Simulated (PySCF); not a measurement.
# Spinor energies of Co³⁺ (cobalt, charge +3)

Start: [Ar] 3d6; 3d3/2 filled at m_j = -3/2, -1/2, +1/2, +3/2; 3d5/2 filled at m_j = +3/2, +5/2. Calculated with PySCF 2.14 in x2c-SVPall-2c: generalised Hartree-Fock with the X2C-1e Hamiltonian and a Gaussian nucleus; one run each with spin-orbit coupling (SO) switched off, then screened by Boettger's factors.

```
spinor shell  electrons  ε, spin-free (eV)  ε, screened SO (eV)  weight of nominal j (screened SO)  rms radius, screened SO (bohr)
       1s1/2          2            -7814.8              -7814.7                              1.000                          0.0649
       2s1/2          2            -1005.4              -1005.3                              1.000                           0.276
       2p1/2          2            -863.44              -874.10                              0.987                           0.247
       2p3/2          4            -863.44              -858.18                              0.994                           0.249
       3s1/2          2            -164.38              -164.36                              1.000                           0.829
       3p1/2          2            -120.72              -122.50                              0.658                           0.881
       3d3/2          4            -57.735              -57.364                              0.662                            1.03
       3d5/2          2            -57.735              -58.486                              0.894                            1.02
```

**Question.** Where does 3p3/2 lie, and what is the 3p spin-orbit splitting (screened SO)?

**Answer.** At -119.83 eV, 2.668 eV above 3p1/2.

```
   quantity    spin-free  screened SO
E (hartree)  -1389.67606  -1389.69715
        M_J            4            4
       ⟨J²⟩       20.004       20.004
       ⟨L²⟩        6.002        6.011
       ⟨S²⟩        6.002        5.997
```

Each row is a mean over spinors that exchange with the open shell spreads, by up to 17.063 eV (3p3/2).

Rows whose weight is well below 1 are mixtures of j = l ± 1/2: exchange outweighs spin-orbit coupling there, and the label is only the starting occupation.

Without spin-orbit coupling the j labels of p, d and f shells carry no meaning; the spin-free column gives the mean over the occupied spinors of each nl shell.
